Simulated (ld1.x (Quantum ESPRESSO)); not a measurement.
What one change does to a pseudopotential (In, TM)

indium, norm-conserving Troullier–Martins (Kleinman–Bylander form), made with ld1.x (Quantum ESPRESSO) 7.5 (LDA (PZ), fully relativistic). Core [Kr], reference 4d10 5s2 5p1. Waves: 5s (bound): rc 2.00 bohr; 5p (bound): rc 2.30 bohr; 4d (bound): rc 1.00 bohr. Local part: all-electron potential smoothed inside 1.05 bohr (lloc = -1). Core correction: none.

Open shells are filled in proportion to 2j + 1 (rel_dist='average').

Change: wave 5p (bound): rc 2.30 bohr becomes 5p (bound): rc 3.46 bohr.

Cutoffs: the cutoffs (Ry, on a coarse ladder) from which the occupation-weighted sum of valence levels, in a spherical-Bessel basis at the reference potential, stays within 10 and 1 mRy of its value at 400 Ry; they do not see the model core or the augmentation charge, which bear on the density cutoff. Errors are all-electron minus pseudo energies relative to the spin-unpolarised reference configuration.

Problem. Predict the effect on cutoff, ghosts and configuration errors.

Solution. The potential gets neither clearly harder nor softer (100 Ry and 140 Ry → 100 Ry and 140 Ry); both files keep a bound ghost (p, s); of the 6 tests that both files solve, the error grows in 3 and shrinks in 2 by more than 15 % and 0.3 meV (median size 4.0 → 4.5 meV).

```tsv
quantity	base	changed
cutoff, loose	100 Ry	100 Ry
cutoff, tight	140 Ry	140 Ry
loose cutoff by channel (10 mRy a level)	s 8 Ry, p 18 Ry, d 80 Ry	s 8 Ry, p 6 Ry, d 80 Ry
bound ghosts	s, p3/2, p1/2	s, p3/2, p1/2
tests counted (converged, no solver errors)	6 of 7	6 of 7
error for 4d10 5s2 5p0, meV [ΔE 5.61 eV]	+0.4	-1.7
error for 4d10 5s1 5p0, meV [ΔE 25.27 eV]	+8.6	-2.7
error for 4d10 5s0 5p0, meV [ΔE 54.01 eV]	+17	-6.4
error for 4d10 5s1 5p1, meV [ΔE 12.29 eV]	+4.7	+9.7
error for 4d10 5s2 5p0.5, meV [ΔE 2.05 eV]	+0.1	-0.1
error for 4d10 5s0 5p3, meV [ΔE 12.13 eV]	+3.2	+28
```

Base: Tests not counted: 4d9 5s2 5p1 (solver errors, printed error -39.4 eV). These tests converged, but a pseudo level misses the all-electron one widely, so the file describes the atom poorly there or has found another state: 4d10 5s0 5p0: empty 5p by 2.8 eV (a node warning on the way). Changed file: Tests not counted: 4d9 5s2 5p1 (solver errors, printed error -1502 eV). These tests converged, but a pseudo level misses the all-electron one widely, so the file describes the atom poorly there or has found another state: 4d10 5s0 5p0: empty 5p by 2.8 eV (a node warning on the way). A true bound ghost makes a file unfit for plane-wave use even where its test errors are small: the radial tests pick states by their node count and pass the ghost by. Where a test does run into it, the solver fails or the error is huge.
